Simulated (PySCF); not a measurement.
H₆O₂Si₂, SMILES O[SiH2]O[SiH3].

Coordinates come from a PBE-D3(BJ)/def2-SVP optimisation. The values are those of a single conformer.

Calculation: PySCF with HF/def2-TZVP.

Isolated molecule, no solvent.

```json
{
  "total_energy": "-731.31837 hartree",
  "highest_occupied_level": "-12.37 eV",
  "lowest_empty_level": "3.02 eV",
  "orbital_gap": "15.39 eV",
  "dipole_moment": "0.98 D",
  "quadrupole, principal values (traceless, Buckingham form, about the centre of nuclear charge)": "-7.69, 0.64, 7.05 D·Å",
  "mean_static_polarisability": "51.6 bohr³ (7.65 Å³)",
  "polarisability_principal_values": "49.3, 50.6, 54.9 bohr³"
}
```
